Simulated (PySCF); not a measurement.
N2O (SMILES N#[N+][O-]), singlet, at the geometry optimised at the base level; HF/def2-SVP, frequencies in PySCF.

PySCF was given this input:
```python
from pyscf import gto, scf
from pyscf.hessian import thermo

mol = gto.M(
    atom='''
N    -0.00000000   -0.00000000   -1.16602636
N    -0.00000000   -0.00000000   -0.07713563
O     0.00000000    0.00000000    1.08776674
''',
    basis='def2-svp',
    verbose=3,
)

mf = scf.RHF(mol)
mf.kernel()
hess = mf.Hessian().kernel()
freq = thermo.harmonic_analysis(mf.mol, hess)
print('frequencies / cm-1', freq['freq_wavenumber'].round(1))
th = thermo.thermo(mf, freq['freq_au'], 100, 101325)
thermo.dump_thermo(mf.mol, th)
```

What the program printed (banner, timings and long lists left out):

```
converged SCF energy = -183.532849344967
frequencies / cm-1 [ 689.5  689.5 1456.6 2676.2]
temperature 100.0000 [K]
pressure 101325.00 [Pa]
Rotational constants [GHz] inf 13.27914 13.27914
Symmetry number 1
Zero-point energy (ZPE) 0.01256 [Eh]   32968.117 [J/mol]
                           tot       elec      trans        rot        vib
Entropy [J/mol/K]       183.596      0.000    133.237     50.350      0.009
Cv [J/mol/K]             20.867      0.000     12.472      8.314      0.080
Cp [J/mol/K]             29.181      0.000     20.786      8.314      0.080
Internal energy [J/mol]                      1247.169    831.446  32968.927
Internal energy [Eh]   -183.51950  -183.53285
Enthalpy [J/mol]                             2078.615    831.446  32968.927
Enthalpy [Eh]          -183.51918
Gibbs free energy [J/mol]                  -11245.125  -4203.531  32968.035
Gibbs free energy [Eh] -183.52618
```
